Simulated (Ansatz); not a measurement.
C₇H₁₃AlO₂⁺, that is AlMe2(acac) with one electron fewer, relaxed as a doublet with UKS PBE-D4/def2-SVP in Ansatz, starting from the PBE-D4/def2-SVP geometry of the neutral singlet. Force threshold 0.03 eV/Å.

Start:

```tsv
atom	x (Å)	y (Å)	z (Å)
Al1	1.4191	-0.3340	-0.3497
C2	2.6235	1.1483	-0.8193
H3	2.1041	2.1302	-0.8324
H4	3.0811	1.0072	-1.8222
H5	3.4650	1.2347	-0.0980
C6	1.9874	-2.2165	-0.3202
H7	1.1862	-2.8972	0.0385
H8	2.8685	-2.3723	0.3391
H9	2.2845	-2.5680	-1.3322
O10	-0.1618	-0.1890	-1.3656
C11	-1.3410	0.1115	-0.9439
C12	-2.4148	0.1588	-1.9972
C13	-1.6502	0.3835	0.4078
C14	-0.6942	0.3533	1.4479
C15	-1.0985	0.6566	2.8655
O16	0.5514	0.0775	1.2722
H17	-3.4072	0.4220	-1.5896
H18	-2.1276	0.8941	-2.7766
H19	-2.4720	-0.8268	-2.5033
H20	-2.6885	0.6296	0.6637
H21	-2.1795	0.8572	2.9719
H22	-0.5236	1.5340	3.2274
H23	-0.8121	-0.1948	3.5162
```

```json
{"step": "1", "energy (eV)": "-18129.3666", "largest force component (eV/Å)": "1.311", "SCF passes": "26"}
{"step": "2", "energy (eV)": "-18129.5030", "largest force component (eV/Å)": "0.768", "SCF passes": "25"}
{"step": "3", "energy (eV)": "-18129.5691", "largest force component (eV/Å)": "0.309", "SCF passes": "27"}
{"step": "4", "energy (eV)": "-18129.5808", "largest force component (eV/Å)": "0.247", "SCF passes": "24"}
{"step": "5", "energy (eV)": "-18129.5821", "largest force component (eV/Å)": "0.170", "SCF passes": "24"}
{"step": "6", "energy (eV)": "-18129.5833", "largest force component (eV/Å)": "0.116", "SCF passes": "25"}
{"step": "7", "energy (eV)": "-18129.5844", "largest force component (eV/Å)": "0.015", "SCF passes": "25"}
```

Force components are those of the run's own axes.

End:

```xyz
23

Al    1.298   -0.302   -0.320
C     2.730    1.024   -0.846
H     2.196    1.996   -0.832
H     3.086    0.745   -1.856
H     3.530    0.962   -0.085
C     2.126   -2.146   -0.355
H     1.298   -2.805   -0.025
H     2.978   -2.142    0.350
H     2.442   -2.343   -1.396
O    -0.206   -0.170   -1.334
C    -1.411    0.126   -0.937
C    -2.460    0.170   -1.994
C    -1.710    0.394    0.423
C    -0.758    0.371    1.474
C    -1.140    0.662    2.885
O     0.498    0.097    1.264
H    -3.456    0.433   -1.599
H    -2.163    0.902   -2.775
H    -2.508   -0.815   -2.503
H    -2.750    0.635    0.680
H    -2.219    0.860    3.005
H    -0.559    1.537    3.247
H    -0.841   -0.191    3.530
```

By distances, no bond broke or formed. The bond that changes most is Al1–O16, from 1.88 to 1.82 Å (atoms count from 1).

No frequencies were taken in this run, so the end may be a saddle point.

It took 32 s on 2 threads of AMD EPYC 7R13 on a shared host and a share (18 GiB) of an NVIDIA H100 80GB HBM3, peak host memory 0.87 GiB.
